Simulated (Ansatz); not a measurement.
```yaml
atoms:
  - { symbol: B, position_ang: [0.0000, 0.0000, 0.0000] }
  - { symbol: H, position_ang: [1.3031, 0.0000, 0.0000] }
  - { symbol: H, position_ang: [-0.6515, 1.1285, 0.0000] }
  - { symbol: H, position_ang: [-0.6515, -1.1285, 0.0000] }
```

Basis set: 6-31G* (spherical functions). Left uncorrelated: 1 orbital. Charge 0, multiplicity 1.

Computed with Ansatz (development build ahead of 0.2.0); each method stands on the lowest determinant of its kind that the runs found. Restricted open shells among the atoms or ions are ROHF, correlated in semicanonical orbitals with singles.

The atomization energy at this shape (free ground-state atoms in the same class of orbitals less the molecule, no zero-point energy) of singlet BH₃:

```csv
method,atomization energy
RHF,9.76 eV
```

Task: What does RHF-MP2 give?

Result: 10.76 eV. Caution: the shape is not the minimum.
